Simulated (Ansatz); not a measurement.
Consider the redistribution: `FB(Cl)O[SiH3]` + `CO[Si@@H](N)[Si@H](N)F` → `COB(F)O[SiH3]` + `N[Si@H](Cl)[Si@@H](N)F`.

Calculated with Ansatz (gas phase, PBE0-D4/def2-TZVP geometries, no zero-point term in ΔE). CCSD(T)/CBS adds triple-zeta CCSD(T) − MP2 to the extrapolated MP2 energy (def2 sets, frozen cores). This one scheme is used for every species. DFT in def2-TZVPP. B3LYP here is the variant with VWN-RPA as its local correlation; programs differ in this. Each species was taken in one conformer, which may not be the lowest.

`FB(Cl)O[SiH3]`:

Z-matrix (Å, degrees):
```
Si
O 1 1.661
H 1 1.482 2 110.5
H 1 1.480 2 107.4 3 120.6
H 1 1.480 2 107.3 3 -120.6
B 2 1.334 1 137.4 3 -1.6
Cl 6 1.754 2 120.6 1 180.0
F 6 1.325 2 121.7 1 -0.0
```

`CO[Si@@H](N)[Si@H](N)F`:

```xyz
16

C    -0.010    1.088   -1.824
O     1.082    0.628   -1.064
Si    0.986    0.393    0.572
N     0.465    1.729    1.498
Si   -0.571   -1.314    0.987
N    -0.446   -2.457   -0.263
F    -2.019   -0.587    1.067
H     0.278    1.087   -2.877
H    -0.893    0.445   -1.706
H    -0.294    2.107   -1.541
H     2.383    0.062    0.939
H     1.029    2.546    1.664
H    -0.509    1.890    1.693
H    -0.464   -2.044    2.277
H    -0.158   -2.199   -1.192
H    -0.858   -3.374   -0.228
```

`COB(F)O[SiH3]`:

Z-matrix (Å, degrees):
```
C
O 1 1.414
H 1 1.091 2 108.8
H 1 1.091 2 108.8 3 -118.4
H 1 1.091 2 111.7 3 120.8
B 2 1.352 1 123.0 3 -120.2
O 6 1.351 2 120.4 1 180.0
F 6 1.334 2 121.1 1 -0.1
Si 7 1.654 6 130.3 2 -0.0
H 9 1.481 7 106.4 6 -180.0
H 9 1.484 7 110.4 6 -60.7
H 9 1.484 7 110.4 6 60.8
```

`N[Si@H](Cl)[Si@@H](N)F`:

Z-matrix (Å, degrees):
```
Si
F 1 1.608
Si 1 2.338 2 108.2
N 1 1.700 2 115.0 3 117.1
H 1 1.483 2 105.6 3 -124.6
N 3 1.704 1 109.0 2 -161.1
Cl 3 2.094 1 103.7 2 76.7
H 3 1.481 1 117.5 2 -38.5
H 4 1.007 1 122.4 2 77.8
H 4 1.008 1 120.3 2 -74.6
H 6 1.008 3 120.1 1 -43.4
H 6 1.008 3 120.9 1 169.6
```

```csv
level,ΔE (kJ/mol)
PBE-D4,-59.3
B3LYP-D4,-60.0
ωB97M-V,-60.4
r2SCAN,-61.9
HF/def2-QZVPP,-68.8
MP2/def2-QZVPP,-59.4
SCS-MP2/def2-QZVPP,-59.7
HF/CBS(def2),-68.7
```

Task: What does CCSD(T)/CBS give? (An estimate is asked.)

Result: Computed: -61.5 kJ/mol. The listed levels differ from it by 2.2, 1.5, 1.1, -0.4, -7.3, 2.1, 1.8, -7.2 kJ/mol.

Largest T1 diagnostic among the species: 0.012.

In def2-TZVPP, CCSD(T) changes the Hartree–Fock value by +10.2 kJ/mol (the triples alone add +1.5 kJ/mol) and MP2 by +11.1 kJ/mol. From PBE to PBE0 (25 % exact exchange), in def2-TZVPP and without D4, ΔE moves by −3.4 kJ/mol.
